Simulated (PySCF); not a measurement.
Computed properties of B(H)(Cl)(OEt) (C₂H₆BClO), SMILES CCOBCl

B(H)(Cl)(OEt) (C2H6BClO), SMILES B(OCC)Cl. Coordinates come from a PBE0-D3(BJ)/def2-SVP optimisation. This is a generated structure with no PubChem entry under its InChIKey; it may be hypothetical. One conformer was computed; it need not be the lowest. All values are computed for the isolated molecule unless a solvent is named; none is compared with measurement here.

**Structure.** All 27 harmonic modes at PBE0-D3(BJ)/def2-SVP (PySCF) are real, so it is a minimum. With heavy atoms numbered as in [BH:1]([Cl:3])[O:4][CH2:5][CH3:6], the shortest bond between them is B1–O4 at 1.333 Å and the longest B1–Cl3 at 1.759 Å.

**Vibrations.** The strongest infrared lines (harmonic, unscaled, degenerate partners summed) lie at 1406 cm⁻¹ (253 km/mol, H 57 %, C 25 %, O 9 %, B 9 %), 1450 cm⁻¹ (244 km/mol, H 42 %, B 26 %, O 22 %, C 10 %), 2637 cm⁻¹ (118 km/mol, H 91 %, B 9 %). The softest mode is at 57 cm⁻¹ and the zero-point energy is 53.8 kcal/mol.

**Electronic structure.** r2SCAN/def2-TZVP (PySCF) places the frontier levels at -7.64 and -0.91 eV, a gap of 6.73 eV, and gives a dipole moment of 2.80 D and a mean polarisability of 56.1 bohr³. PBE/def2-TZVP (PySCF) at the same geometry gives -7.29 and -1.25 eV, so its gap is 0.69 eV narrower. An orbital gap is neither the optical nor the fundamental gap.

**Excitations.** TDDFT-CAM-B3LYP/def2-SVPD (PySCF) has S1 at 6.86 eV (181 nm, f = 0.003, weak); the most intense of the 10 singlets computed lies at 7.71 eV (f = 0.21). T1 (TDA) is at 6.47 eV. TDDFT-PBE/def2-SVPD (PySCF) puts S1 at 6.12 eV. No vertical singlet excitation falls in the visible range (under 3.1 eV).

**NMR.** GIAO shifts at PBE0/pcSseg-1 (PySCF) (non-relativistic, atoms alike by connectivity averaged): ¹³C from 21.6 to 71.1 ppm against TMS; ¹H from 1.6 to 5.5 ppm against TMS; ¹¹B at 26.4 ppm against BF3. Without spin–orbit terms, shifts of atoms bonded to Cl or Br come out too high.
